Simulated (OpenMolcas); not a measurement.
# Nb4+ in a point-charge field

Nb4+ among 2 point charges of -1 e arranged as a linear pair (D∞h), 2.12 Å from the ion.

```
Program             : OpenMolcas 26.06
Method              : SS-CASPT2, IPEA 0.25 Eh, imaginary shift 0.1 Eh (closed shells correlated: 4s 4p)
Basis               : ANO-RCC-VTZP [7s6p4d2f1g]
Scalar Hamiltonian  : DKH2, point nucleus
Active space        : 1 electron in 5 orbitals (4d)
State averaging     : 2S+1 = 2 even, 5 roots
Spin-orbit coupling : state interaction with AMFI integrals over the reference wave functions
```

The lowest spin-free states (labels by Λ), above the lowest:

| State | Degeneracy | E (cm-1) | Free-ion L (%) |
| --- | --- | --- | --- |
| 2Δ | 2 | 0 | D (100) |
| 2Π | 2 | 6730 | D (100) |
| 2Σ | 1 | 11100 | D (100) |

The lowest levels with spin-orbit coupling:

| E (cm-1) | Degeneracy | 2S+1 | g |
| --- | --- | --- | --- |
| 0 | 2 | 2 | 0.00 0.00 2.01 |
| 1500 | 2 | 2 | 0.00 0.00 6.00 |
| 6980 | 2 | 2 | 0.06 0.80 0.80 |
| 7950 | 2 | 2 | 0.00 0.00 3.99 |
| 12050 | 2 | 2 | 1.94 2.81 2.81 |

Powder χT (cm3 K/mol): 0.127 at 2 K, 0.129 at 10 K, 0.138 at 50 K, 0.15 at 100 K, 0.173 at 200 K, 0.197 at 300 K. The effective moment at 300 K is 2.828 √(χT) = 1.26 μB.

The lowest level has 2S+1 = 2, for which the spin-only value is χT = S(S+1) / 2 = 0.375 cm3 K/mol (g = 2). The computed 0.197 at 300 K differs by -0.178, through orbital momentum, spin-orbit coupling and any other state in reach.

Free-ion shares, where given, are those of the reference states; single-state CASPT2 does not remix them. Point charges carry no covalency, so the field is a model and not that of real ligands. No measured value stands beside these numbers.
